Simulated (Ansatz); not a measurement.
Start from `C[O][Hf]1234([NH2])([N](C)C)[C@H]5[C@@H]1[C@@H]2[C@@H]3[C@H]54` and change one atom or group to get `C[O][Hf]1234([F])([N](C)C)[C@H]5[C@@H]1[C@@H]2[C@@H]3[C@H]54`.

Ansatz, PBE0-D4/def2-TZVP geometries, multiplicity 1. Each molecule was computed in one conformer, which needn't be the lowest. `C[O][Hf]1234([F])([N](C)C)[C@H]5[C@@H]1[C@@H]2[C@@H]3[C@H]54` holds a close contact that its SMILES doesn't draw: H···Hf 2.67 Å.

Elements past krypton have def2 core potentials.

| property | `C[O][Hf]1234([NH2])([N](C)C)[C@H]5[C@@H]1[C@@H]2[C@@H]3[C@H]54` |
| --- | --- |
| HOMO energy (PBE0/def2-TZVPP) / eV | -5.70 |
| HOMO–LUMO gap (B3LYP/def2-TZVPP) / eV | 5.43 |
| LUMO energy (PBE0/def2-TZVPP) / eV | 0.13 |
| size of the dipole moment (ωB97M-V/def2-TZVPP) / D | 0.70 |
| LUMO energy (B3LYP/def2-TZVPP) / eV | -0.08 |
| size of the dipole moment (PBE/def2-TZVPP) / D | 0.50 |

(1) Give the same properties after the change, and the shifts. (Best estimate.)

## Answers

(1) Computed: 
```tsv
property	`C[O][Hf]1234([F])([N](C)C)[C@H]5[C@@H]1[C@@H]2[C@@H]3[C@H]54`	shift
HOMO energy (PBE0/def2-TZVPP) / eV	-6.11	-0.41
HOMO–LUMO gap (B3LYP/def2-TZVPP) / eV	5.77	0.34
LUMO energy (PBE0/def2-TZVPP) / eV	0.07	-0.06
size of the dipole moment (ωB97M-V/def2-TZVPP) / D	2.36	1.66
LUMO energy (B3LYP/def2-TZVPP) / eV	-0.14	-0.06
size of the dipole moment (PBE/def2-TZVPP) / D	2.22	1.72
```

With PBE0 the HOMO falls by 0.41 eV and the LUMO falls by 0.06 eV, so the gap widens by about 0.35 eV. PBE moves the HOMO by -0.36 eV and ωB97M-V by -0.46 eV. Dipoles are sizes alone; their direction can turn.

B3LYP here is the variant with VWN-RPA as its local correlation; programs differ in this.

Positive LUMOs are unbound, so they and the gaps depend on the basis.
